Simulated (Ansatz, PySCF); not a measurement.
Noncovalent pair: CH2O (SMILES C=O) (first 4 atoms) with CH6Si (SMILES C[SiH3]); geometry from B3LYP-D3(BJ)/def2-TZVP.
(charge 0, multiplicity 1):
```xyz
12

C      0.1719     0.2339    -0.2802
O     -0.8160    -0.0347     0.3457
H      1.1505     0.3876     0.2113
H      0.1531     0.3413    -1.3812
C     -1.4140    -0.5214     3.7208
Si     0.3757    -0.0537     3.4332
H     -1.4877    -1.5030     4.1928
H     -1.9488    -0.5516     2.7717
H     -1.9046     0.2034     4.3733
H      1.1137    -0.0086     4.7222
H      0.4966     1.2841     2.8037
H      1.0638    -1.0376     2.5615
```

Basis-set superposition error: the interaction energy with monomers in their own basis, and in the dimer's basis (counterpoise).

Codes used: Ansatz (Gaussian basis) for Hartree–Fock, density functionals and correlated methods; PySCF for 6-31G* rows. Values without a source in brackets are computed.

```tsv
level	uncorrected (meV)	counterpoise (meV)	difference
HF/aug-cc-pV(D+d)Z	-28.5	-12.0	16.6
PBE/def2-TZVPPD	-59.7	-57.0	2.7
B97M-V/def2-TZVPPD	-121.0	-118.5	2.5
PBE0/def2-TZVPPD	-60.9	-58.5	2.3
CAM-B3LYP/def2-TZVPPD	-64.4	-61.4	3.0
B2PLYP/def2-TZVPPD	-66.2	-58.5	7.8
MP2/6-31G*	-132.8	-36.5	96.3
SCS-MP2/aug-cc-pV(D+d)Z	-122.3	-73.6	48.8
CCSD/aug-cc-pV(D+d)Z	-127.6	-82.9	44.7
CCSD(T)/aug-cc-pV(D+d)Z	-143.8	-95.6	48.1
```

The error is largest for MP2/6-31G* (96.3 meV) and smallest for PBE0/def2-TZVPPD (2.3 meV).

Ansatz is a quantum-chemistry and plane-wave program.
